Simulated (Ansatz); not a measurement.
CH$_{4}$BClSe (`CB(Cl)[SeH]`), charge 0, multiplicity 1.

**Question.** Give a relaxed structure at PBE0-D4/def2-TZVP (Ansatz). (Best estimate.)

**Answer.** The calculation gave: 
Z-matrix (Å, degrees):
```
C
B 1 1.556
H 1 1.095 2 109.5
H 1 1.095 2 109.6 3 115.8
H 1 1.090 2 114.3 3 -122.0
Cl 2 1.762 1 119.5 3 -58.9
Se 2 1.930 1 125.5 3 121.0
H 7 1.469 2 95.5 1 0.1
```
Point group Cs.
